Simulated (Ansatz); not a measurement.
`C[SiH]1[AlH][SiH2]1`. Total charge 0; spin multiplicity 1.

Cartesian coordinates in Å:
```
C -0.982 1.799 0.339
Si 0.215 0.443 -0.165
Al 0.593 -1.404 -1.648
Si 0.637 -1.653 0.755
H -0.659 2.264 1.273
H -1.035 2.568 -0.434
H -1.982 1.385 0.485
H 1.610 0.982 -0.343
H 0.748 -2.038 -3.096
H -0.686 -2.332 0.949
H 1.540 -2.014 1.886
```

Task: List the harmonic frequencies (cm⁻¹, unscaled) at PBE0-D4/def2-TZVP in Ansatz. (Estimate.)

Result: Ansatz gave: 78, 121, 136, 246, 280, 324, 375, 432, 444, 522, 567, 586, 670, 735, 778, 870, 910, 1260, 1445, 1447, 1905, 2116, 2150, 2187, 3054, 3141, 3150.

Task: Is this a minimum?

Result: Yes, all 27 modes are real.

Task: Give the ideal-gas thermochemistry at 298.15 K and 1 bar (rigid rotor, harmonic oscillator; point group C1, symmetry number 1).

Result: Zero-point energy 179.0 kJ/mol; H(298) − E = 203.0 kJ/mol; entropy 364.4 J/(mol·K), of which translation 166.6, rotation 114.3, vibration 83.5; G(298) − E = 94.4 kJ/mol. Modes under 100 cm⁻¹ are hindered rotations or soft bends, so the harmonic entropy is rough.

Task: And at 400, 500, 600, 800 and 1000 K?

Result: 
```
T (K)  H − E (kJ/mol)  S (J/mol/K)  G − E (kJ/mol)
  400           217.0        404.6            55.1
  500           232.5        439.1            12.9
  600           249.4        469.9           -32.6
  800           286.3        522.9          -132.0
 1000           326.7        567.8          -241.2
```
